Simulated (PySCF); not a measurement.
Molecule: SMILES [SiH3]C[C@@]1(C#N)[C@@H]2C[C@H]12, C6H9NSi.

Cartesian coordinates in Å; atom numbers follow the order of the lines, from 1:
```xyz
17

N     0.1254   -2.8057   -0.5900
C    -0.0563   -1.6927   -0.3905
C    -0.2511   -0.3054   -0.1088
C     0.9647    0.3449    0.5231
Si    2.4410    0.4668   -0.6824
C    -1.6285    0.1612    0.3013
C    -2.3574   -0.3004   -0.9216
C    -1.1086    0.5161   -1.0399
H     1.2538   -0.2298    1.4060
H     0.6822    1.3400    0.8723
H     2.0492    1.3322   -1.7978
H     2.7860   -0.8634   -1.1720
H     3.5574    1.0654    0.0490
H    -1.9433    0.7111    1.1621
H    -3.2945    0.1909   -1.1522
H    -2.3370   -1.3495   -1.1917
H    -0.8899    1.4303   -1.5479
```

Frames of a GFN2-xTB Langevin trajectory at 600 K; GIAO PBE0/pcSseg-1 shieldings in PySCF 2.14.0 with density-fitted response routines, gas phase, non-relativistic; equivalent atoms averaged within each frame.

References, each an isolated molecule treated in the same way: 15N (267.73 ppm) against NH3; 13C (186.93 ppm) and 29Si (349.16 ppm) and 1H (31.72 ppm) against TMS. The references are static minima.

Q: How do the shifts (ppm) fluctuate along the trajectory?

A: 
```csv
time (fs),N1,C2,C3,C6/C8,C7,C4,Si5,H11/H12/H13,H14/H17,H9/H10
optimised geometry,298.9,125.5,37.0,13.7,26.0,16.1,-73.7,3.99,2.14,1.02
250,298.2,117.7,33.4,30.0,28.6,11.8,-69.1,4.34,3.94,2.34
425,310.7,126.0,32.6,26.3,22.0,11.0,-77.0,4.45,3.28,0.32
625,294.2,124.4,39.0,24.2,20.4,8.4,-84.9,4.04,3.30,0.94
800,298.6,123.0,39.5,17.6,30.3,20.9,-57.8,4.34,2.31,1.18
1000,321.2,133.7,41.1,22.4,33.0,0.9,-61.4,4.92,2.14,1.18
mean of frames,304.5,125.0,37.1,24.1,26.9,10.6,-70.0,4.42,2.99,1.19
standard deviation,11.2,5.8,3.9,4.6,5.4,7.2,11.1,0.32,0.75,0.73
```

5 frames give an uncertainty of the mean of about the standard deviation over 2.2 at best, since frames this close in time may not be independent; classical motion lacks zero-point vibration, and the reference would need the same averaging.
